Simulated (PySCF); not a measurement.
SiH2Cl2, SMILES Cl[SiH2]Cl. Heavy atoms are numbered as in [SiH2:1]([Cl:2])[Cl:3]. Hydrogens are named by the atom that carries them.

Coordinates come from a B3LYP-D3(BJ)/def2-TZVP optimisation. The isomer is the one that the SMILES or the coordinates give; other isomers of the formula were not compared.

Calculation: PySCF with PBE/pcSseg-2.

GIAO shieldings, no solvent; atoms alike by connectivity are averaged. δ = σ(ref) − σ: ²⁹Si against TMS (σ = 324.1 ppm); ³⁵Cl against HCl (σ = 936.5 ppm); ¹H against TMS (σ = 31.47 ppm), references at their B3LYP-D3(BJ)/def2-TZVP geometries, non-relativistic (without spin–orbit terms, shifts of atoms bonded to Cl or Br come out too high).

```csv
atoms,nucleus,count,δ (ppm)
Si1 (SiH2),²⁹Si,1,?
Cl2,³⁵Cl,2,69.9
H on Si1,¹H,2,6.22
```

Fill in the missing entries. (Estimate from the structure and the level; the computed values follow.)


- Si1 (SiH2), δ (ppm): 0.8
